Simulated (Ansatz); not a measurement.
Method: Ansatz (a first-principles code) with frozen-core CCSD(T)/def2-TZVPP // PBE0-D3(BJ)/def2-TZVP. The restricted HF reference is unstable towards unrestricted orbitals.

Ansatz 0.2 input:
```yaml
crystal:
  periodic: [false, false, false]
  atoms:
    - { symbol: C, position_ang: [2.91048, 0.139953, 0.252359] }
    - { symbol: Si, position_ang: [1.592262, -0.87023, -0.103117] }
    - { symbol: C, position_ang: [-0.10179, -0.301008, -0.227439] }
    - { symbol: C, position_ang: [-1.254406, 0.058636, -0.317107] }
    - { symbol: C, position_ang: [-2.627603, 0.496831, -0.421661] }
    - { symbol: H, position_ang: [3.918564, -0.252471, 0.31662] }
    - { symbol: H, position_ang: [2.800184, 1.203295, 0.427078] }
    - { symbol: H, position_ang: [1.748188, -2.318424, -0.340389] }
    - { symbol: H, position_ang: [-3.193662, -0.157621, -1.088906] }
    - { symbol: H, position_ang: [-3.112903, 0.486445, 0.557661] }
    - { symbol: H, position_ang: [-2.679319, 1.514591, -0.816038] }
basis:
  gaussian: { orbitals: def2-TZVPP }
correlation:
  method: ccsd_t
```

Output:

```
Functional definition: HF
1466 factors; integrals over basis functions are off by at most 1.3e-3 eV
mean field evaluation 1: about -12073.3946 eV, gradient 4.0e1 eV
mean field evaluation 2: about -12073.6900 eV, gradient 4.0e1 eV
mean field evaluation 4: about -12078.1253 eV, gradient 4.5e0 eV
mean field evaluation 8: about -12078.2206 eV, gradient 4.3e-1 eV
mean field evaluation 16: about -12078.2222 eV, gradient 1.8e-6 eV
mean field evaluation 32: about -12068.3259 eV, gradient 3.8e1 eV
mean field -12078.22219782 eV, -443.8664788568 hartree, gradient 1.8e-6 eV, S^2 0.000000; 1 other end points of the search recorded, 0 dependent functions left out; unrestricted orbitals would lower it
9 core orbitals not correlated
reference -12078.22219782 eV, -443.8664788568 hartree; 13, 13 occupied and 228, 228 virtual orbitals, 1466 factors
second order -20.53559064 eV of doubles, -0.00000000 eV of singles
cycle   1  -20.82640332 eV  change   -2.9e-1 eV  update   1.1e-1
cycle   2  -21.43506676 eV  change   -6.1e-1 eV  update   3.7e-2
cycle   3  -21.57304216 eV  change   -1.4e-1 eV  update   1.8e-2
cycle   4  -21.57159293 eV  change    1.4e-3 eV  update   5.6e-3
cycle   5  -21.57243238 eV  change   -8.4e-4 eV  update   3.2e-3
cycle   6  -21.57319004 eV  change   -7.6e-4 eV  update   9.8e-4
cycle   7  -21.57305884 eV  change    1.3e-4 eV  update   4.8e-4
cycle   8  -21.57310281 eV  change   -4.4e-5 eV  update   1.7e-4
cycle   9  -21.57308463 eV  change    1.8e-5 eV  update   5.9e-5
cycle  10  -21.57304789 eV  change    3.7e-5 eV  update   1.8e-5
cycle  11  -21.57304038 eV  change    7.5e-6 eV  update   6.4e-6
perturbative correction -1.08870925 eV, -0.0400093269 hartree
Total energy: -12100.88394745 eV, -444.6992827950 hartree
```

Cost: around 7 core-minutes (rough).
